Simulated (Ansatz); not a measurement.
`C[SiH](C)[SiH2]Cl` + `CCl` → `C[SiH](C)CCl` + `[SiH3]Cl`  (formal exchange of groups at the Si–Si bond)

Computed with Ansatz on PBE0-D4/def2-TZVP structures; ΔE is electronic, products minus reactants. CCSD(T)/CBS is the MP2 limit (def2-TZVPP, def2-QZVPP) plus CCSD(T) − MP2 in def2-TZVPP, frozen cores. This one scheme is used for every species. DFT in def2-TZVPP. B3LYP here is the variant with VWN-RPA as its local correlation; programs differ in this. One conformer a species, not always the lowest.

(1) Is it downhill or uphill in electronic energy at CCSD(T)/CBS, and by how much? (Estimate.)

(2) What do these levels give: r2SCAN-D4, B3LYP, MP2/def2-TZVPP, SCS-MP2/def2-TZVPP, HF/def2-QZVPP, MP2/def2-QZVPP? (Best estimate.)

Largest T1 diagnostic among the species: 0.010.

## Answers

(1) Computed: Nearly level: ΔE = +1.5 kJ/mol.

(2) Ansatz gave: r2SCAN-D4 6.4, B3LYP 5.0, MP2/def2-TZVPP -4.1, SCS-MP2/def2-TZVPP -4.3, HF/def2-QZVPP -3.4, MP2/def2-QZVPP -3.8 kJ/mol.

From PBE to PBE0 (25 % exact exchange), in def2-TZVPP and without D4, ΔE moves by −3.2 kJ/mol.
